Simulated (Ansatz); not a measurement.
Cost and result up the ladder for the cluster Si₂Sn₅ (7 atoms). The state is a singlet with charge 0. Geometry: PBE-D4/def2-SVP.

```xyz
7

Si    0.092    1.493    0.647
Si   -0.992    0.298   -1.259
Sn   -0.138   -1.964   -2.189
Sn    1.858   -0.397   -0.808
Sn    2.180    0.593    1.887
Sn   -0.484   -1.307    1.095
Sn   -2.516    1.284    0.626
```

Ansatz on 4 threads of Arm Neoverse V2 on a shared host. Times are rough, and most runs start from the orbitals of an earlier one. CAM-B3LYP-D4/def2-TZVP serves as the yardstick here, not as an exact answer. Differences are given only for rows in sets of like size (and for xTB, whose basis is part of the method), since another set adds its own error. Binding counts from free atoms at the same level (Si triplet, Sn triplet; other spins of the atoms weren't run), without zero-point energy or a counterpoise term.

In the def2 sets Sn takes a core potential; there is no spin–orbit coupling. Correlated methods freeze 30 core orbitals; core or outer-core shells of Sn are correlated, in sets that lack core-valence functions. The rows differ in basis, and correlated rows in double-zeta sets carry the largest basis error. Another isomer (singlet) lies 0.68 eV lower at PBE0-D4/def2-TZVP; other spin states weren't run for this one.

Correlated methods converge slowly with the basis, most of all in double-zeta sets.

```json
{"level": "revPBE-D4/def2-TZVP", "functions": "324", "wall time": "7 s", "binding energy per atom (eV)": "2.90", "difference from CAM-B3LYP-D4/def2-TZVP (eV)": "0.32"}
{"level": "PBE-D4/def2-TZVP (with forces)", "functions": "324", "wall time": "8.5 s", "binding energy per atom (eV)": "3.04", "difference from CAM-B3LYP-D4/def2-TZVP (eV)": "0.46"}
{"level": "r2SCAN-D4/def2-TZVP", "functions": "324", "wall time": "18 s", "binding energy per atom (eV)": "2.90", "difference from CAM-B3LYP-D4/def2-TZVP (eV)": "0.32"}
{"level": "PBE0-D4/def2-TZVP", "functions": "324", "wall time": "23 s", "binding energy per atom (eV)": "2.90", "difference from CAM-B3LYP-D4/def2-TZVP (eV)": "0.33"}
{"level": "CAM-B3LYP-D4/def2-TZVP", "functions": "324", "wall time": "26 s", "binding energy per atom (eV)": "2.58", "difference from CAM-B3LYP-D4/def2-TZVP (eV)": "0.00"}
{"level": "CCSD(T)/def2-SVP", "functions": "166", "wall time": "2 min", "binding energy per atom (eV)": "2.45", "difference from CAM-B3LYP-D4/def2-TZVP (eV)": "–"}
```
